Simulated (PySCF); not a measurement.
VO2, SMILES [O]=[V]=[O] (connectivity only; charge and spin as stated), neutral, multiplicity 2.

Geometry optimised at PBE-D3(BJ)/def2-TZVP. The multiplicity is an assumed one; other spin states were not compared.

The numbers are results of PySCF with TDA-ωB97X/def2-TZVPD, not measurements.

Vertical excitations. The molecule is in vacuum.

Computed lowest excited states:
```json
[
 {"state": "root 1", "energy (eV)": "0.30", "λ (nm)": "4139", "f": "0.000", "main pairs": "α HOMO→LUMO+1 82 %"},
 {"state": "root 2", "energy (eV)": "1.10", "λ (nm)": "1122", "f": "0.000", "main pairs": "α HOMO→LUMO 77 %, α HOMO→LUMO+4 13 %"},
 {"state": "root 3", "energy (eV)": "1.81", "λ (nm)": "685", "f": "0.000", "main pairs": "α HOMO→LUMO+2 94 %"},
 {"state": "root 4", "energy (eV)": "3.24", "λ (nm)": "383", "f": "0.000", "main pairs": "α HOMO−1→LUMO+1 88 %"},
 {"state": "root 5", "energy (eV)": "3.30", "λ (nm)": "376", "f": "0.002", "main pairs": "α HOMO→LUMO+3 47 %, α HOMO→LUMO+6 33 %"},
 {"state": "root 6", "energy (eV)": "3.42", "λ (nm)": "363", "f": "0.000", "main pairs": "α HOMO−1→LUMO 21 %, β HOMO→LUMO 57 %, β HOMO→LUMO+2 13 %"},
 {"state": "root 7", "energy (eV)": "3.58", "λ (nm)": "347", "f": "0.016", "main pairs": "α HOMO−1→LUMO 49 %, β HOMO→LUMO+2 20 %, β HOMO→LUMO 11 %"},
 {"state": "root 8", "energy (eV)": "3.76", "λ (nm)": "330", "f": "0.000", "main pairs": "β HOMO→LUMO+1 91 %"},
 {"state": "root 9", "energy (eV)": "3.85", "λ (nm)": "322", "f": "0.000", "main pairs": "α HOMO−2→LUMO+1 46 %, α HOMO−3→LUMO+2 9 %, β HOMO−2→LUMO+1 16 %, β HOMO−1→LUMO+2 7 %, β HOMO−3→LUMO+3 7 %"},
 {"state": "root 10", "energy (eV)": "3.96", "λ (nm)": "313", "f": "0.000", "main pairs": "α HOMO−1→LUMO+2 83 %, β HOMO→LUMO+3 8 %"}
]
```
Unrestricted roots are not spin-pure.
